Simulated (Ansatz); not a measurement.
Te₄Pb₂, relaxed as a singlet with RKS PBE-D4/def2-SVP in Ansatz, starting from the GFN1-xTB geometry. Force threshold 0.02 eV/Å.

In the def2 sets Pb, Te take a core potential; there is no spin–orbit coupling. Another isomer (singlet) lies 0.25 eV lower at PBE0-D4/def2-TZVP; other spin states weren't run for this one.

Start:

Cartesian coordinates in Å:
```
Pb -1.8645 0.0842 -1.3620
Pb 1.3865 -0.8459 1.6423
Te -0.2395 -2.1905 -0.4211
Te 0.1466 2.0995 -1.5509
Te 2.1212 1.5152 0.2164
Te -1.5503 -0.6626 1.4753
```

```tsv
step	energy (eV)	largest force component (eV/Å)	SCF passes
1	-39677.6778	0.863	20
2	-39677.7859	0.563	26
3	-39677.8682	0.147	19
4	-39677.8806	0.107	19
5	-39677.8913	0.016	20
6	-39677.8916	0.008	22
7	-39677.8920	0.012	21
8	-39677.8981	0.180	26
9	-39677.9227	0.060	26
10	-39677.9238	0.033	20
11	-39677.9240	0.031	21
12	-39677.9241	0.013	22
```

Force components are those of the run's own axes.

End:

Cartesian coordinates in Å:
```
Pb -1.7409 0.0501 -1.5512
Pb 1.3565 -0.6639 1.7786
Te -0.2707 -2.3262 -0.3582
Te 0.0224 2.3506 -1.2704
Te 2.3003 1.3522 -0.0989
Te -1.6676 -0.7627 1.5001
```

By distances, no bond broke or formed. The bond that changes most is Pb1–Te6, from 2.95 to 3.16 Å (atoms count from 1).

The force fell under the threshold at step 5, but the optimiser went on and released 0.033 eV more. No frequencies were taken in this run, so the end may be a saddle point.

It took 32 s on 4 threads of Arm Neoverse V1 on a shared host.
